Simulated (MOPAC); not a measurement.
Input file for MOPAC: PM6 on OF, 2S+1 = 2, a spin state set in the input, which need not be the lowest, a point of a bond scan (R = 1.301 Å).

```
PM6 1SCF PRECISE CHARGE=0 UHF MS=0.5 THREADS=1
FO

O      0.00000000 1     0.00000000 1     0.00000000 1
F      0.00000000 1     0.00000000 1     1.30108100 1
```

It printed:

```
*******************************************************************************
 **                                                                           **
 **                              MOPAC v23.2.5                                **
 **                                                                           **
 *******************************************************************************
 ** MOPAC's Digital Object Identifier: https://doi.org/10.5281/zenodo.6511958 **
 **                                                                           **
 ** Please cite the open-source release paper for use of this MOPAC version:  **
 ** J. E. Moussa and J. J. P. Stewart (2026)                                  **
 ** MOPAC: An open-source semiempirical molecular orbital program             **
 ** J. Open Source Softw., 11(119), 8025, https://doi.org/10.21105/joss.08025 **
 *******************************************************************************

                              PM6 CALCULATION RESULTS

 *******************************************************************************
 *  PM6        - The PM6 Hamiltonian to be used
 *  UHF        - UNRESTRICTED HARTREE-FOCK CALCULATION
 *
 *
 *
 *                 CHARGE ON SYSTEM = 0
 *
 *
 *
 *  MS=        - IN MECI, MAGNETIC COMPONENT OF SPIN =  0.5
 *  PRECISE    - TIGHTER CRITERIA TO BE USED
 *  1SCF       - DO 1 SCF AND THEN STOP
 *  THREADS=1  - MULTI-THREADING NOT USED
 *  T=         - A TIME OF 172800.0 SECONDS REQUESTED
 *  DUMP=N     - RESTART FILE WRITTEN EVERY 7200.0 SECONDS REQUESTED
 *******************************************************************************
PM6 1SCF PRECISE CHARGE=0 UHF MS=0.5 THREADS=1
 FO

   ATOM   CHEMICAL          X               Y               Z
  NUMBER   SYMBOL      (ANGSTROMS)     (ANGSTROMS)     (ANGSTROMS)

     1       O          0.00000000  *   0.00000000  *   0.00000000  *
     2       F          0.00000000  *   0.00000000  *   1.30108100  *



          CARTESIAN COORDINATES

    NO.       ATOM           X           Y           Z

     1         O          0.0000      0.0000      0.0000
     2         F          0.0000      0.0000      1.3011

 General Reference for PM6:
 "Optimization of Parameters for Semiempirical Methods V: Modification of NDDO Approximations
 and Application to 70 Elements", J. J. P. Stewart, J. Mol. Mod., 13, 1173-1213 (2007)
 URL: https://link.springer.com/article/10.1007/s00894-007-0233-4

           Empirical Formula: O F  =     2 atoms



      MOLECULAR POINT GROUP   :   C*v


          UHF CALCULATION, NO. OF ALPHA ELECTRONS =    7
                           NO. OF BETA  ELECTRONS =    6

 -------------------------------------------------------------------------------
 PM6 1SCF PRECISE CHARGE=0 UHF MS=0.5 THREADS=1
 FO



     1SCF WAS SPECIFIED, SO BFGS WAS NOT USED
     SCF FIELD WAS ACHIEVED


                              PM6 CALCULATION
                                                       MOPAC v23.2.5 Linux




          FINAL HEAT OF FORMATION =         40.30044 KCAL/MOL =     168.61703 KJ/MOL


          COSMO AREA              =         51.09 SQUARE ANGSTROMS
          COSMO VOLUME            =         32.93 CUBIC ANGSTROMS

          IONIZATION POTENTIAL    =         10.258945 EV
          ALPHA SOMO LUMO (EV)    =        -11.840  0.666
          BETA  SOMO LUMO (EV)    =        -10.259 -1.661
          NO. OF ALPHA ELECTRONS  =          7
          NO. OF BETA  ELECTRONS  =          6
          MOLECULAR WEIGHT        =         34.9978         POINT GROUP:  C*v

          MOLECULAR DIMENSIONS (Angstroms)

            Atom       Atom       Distance
            F     2    O     1     1.30108
            F     2    O     1     0.00000
            O     1    F     2     0.00000


          SCF CALCULATIONS        =          1





   ATOM   CHEMICAL          X               Y               Z
  NUMBER   SYMBOL      (ANGSTROMS)     (ANGSTROMS)     (ANGSTROMS)

     1       O          0.00000000  *   0.00000000  *   0.00000000  *
     2       F          0.00000000  *   0.00000000  *   1.30108100  *

                             CARTESIAN COORDINATES

   1    O        0.000000000     0.000000000     0.000000000
   2    F        0.000000000     0.000000000     1.301081000


           Empirical Formula: O F  =     2 atoms



      MOLECULAR POINT GROUP   :   C*v


          ALPHA EIGENVALUES
 -43.57895 -30.37365 -18.92775 -18.67124 -18.30547 -14.41052 -11.83951   0.66644


           BETA EIGENVALUES
 -43.63700 -25.45145 -18.11462 -17.77222 -17.76432 -10.25895  -1.66058   1.65095


              NET ATOMIC CHARGES AND DIPOLE CONTRIBUTIONS

  ATOM NO.   TYPE          CHARGE      No. of ELECS.   s-Pop       p-Pop
    1          O          -0.077720        6.0777     1.99078     4.08694
    2          F           0.077720        6.9223     1.98862     4.93366
 DIPOLE           X         Y         Z       TOTAL
 POINT-CHG.     0.000     0.000     0.486     0.486
 HYBRID         0.000    -0.000    -0.013     0.013
 SUM            0.000    -0.000     0.473     0.473


          ATOMIC ORBITAL ELECTRON POPULATIONS

     Atom    s        px        py        pz
    1  O   1.99078   2.00000   1.05369   1.03324
    2  F   1.98862   2.00000   1.94631   0.98736


                    (SZ)    =    0.500000
                    (S**2)  =    0.757891


          ATOMIC ORBITAL SPIN POPULATIONS

    Atom   Total    s     px     py     pz
         Atomic
    1  O  1.0343  0.001  0.000  0.946  0.087
    2  F -0.0343  0.001  0.000  0.054 -0.089

 **********************
 *                    *
 * JOB ENDED NORMALLY *
 *                    *
 **********************




 == MOPAC DONE ==
```

The run finished.

Cost: roughly 0.010 core-seconds.
